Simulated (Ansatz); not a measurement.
Relaxation of H$_{12}$N$_{5}$Ta (18 atoms, charge 0, multiplicity 1), to a largest force component of 0.03 eV/Å in at most 50 steps.

All numbers below come from Ansatz, RHF/def2-SVP.

```xyz
18
Properties=species:S:1:pos:R:3
Ta -0.438 -0.472 0.113
N 2.722 0.641 0.164
H 3.292 0.911 0.947
H 3.276 0.733 -0.670
N -0.236 -0.583 2.129
H 0.296 -1.230 2.680
H -0.681 0.084 2.736
N 0.194 -0.715 -1.812
H 0.718 -1.463 -2.230
H 0.106 0.038 -2.483
N -0.583 1.520 -0.018
H 0.188 2.156 0.099
H -1.433 2.026 -0.210
N -2.182 -1.397 -0.024
H -2.730 -1.700 0.759
H -2.604 -1.664 -0.895
H 1.019 -1.508 0.317
H 2.494 -0.357 0.272
```

Question: Where does it end, and by what steps?

Answer: The run converged. After 11 steps the energy has fallen by 0.454 eV; H3 moved furthest, 0.96 Å. Joined: Ta1–N2 (3.35 → 2.49 Å).

| step | energy less start (eV) | largest force component (eV/Å) | accepted |
| --- | --- | --- | --- |
| 0 | 0.0000 | 1.095 | yes |
| 1 | -0.0781 | 0.913 | yes |
| 2 | -0.1171 | 1.029 | yes |
| 3 | -0.1619 | 1.180 | yes |
| 4 | -0.2692 | 0.523 | yes |
| 5 | -0.3777 | 0.249 | yes |
| 6 | -0.4267 | 0.362 | yes |
| 7 | -0.4153 | 0.700 | no |
| 8 | -0.4486 | 0.161 | yes |
| 9 | -0.4478 | 0.086 | no |
| 10 | -0.4539 | 0.033 | yes |
| 11 | -0.4545 | 0.018 | yes |

```xyz
18
Properties=species:S:1:pos:R:3
Ta -0.116 -0.453 0.093
N 2.203 0.444 0.245
H 2.347 1.053 1.033
H 2.491 0.922 -0.592
N -0.020 -0.650 2.123
H 0.322 -1.426 2.655
H -0.373 0.056 2.745
N 0.318 -0.834 -1.866
H 0.741 -1.653 -2.259
H 0.077 -0.192 -2.601
N -0.363 1.562 -0.021
H 0.291 2.321 -0.001
H -1.290 1.937 -0.119
N -1.987 -1.123 -0.036
H -2.578 -1.314 0.751
H -2.438 -1.390 -0.891
H 0.998 -1.883 0.253
H 2.798 -0.358 0.362
```

Run time: 29 s on 4 threads of Arm Neoverse V2, on a shared host, peak memory 0.49 GiB.
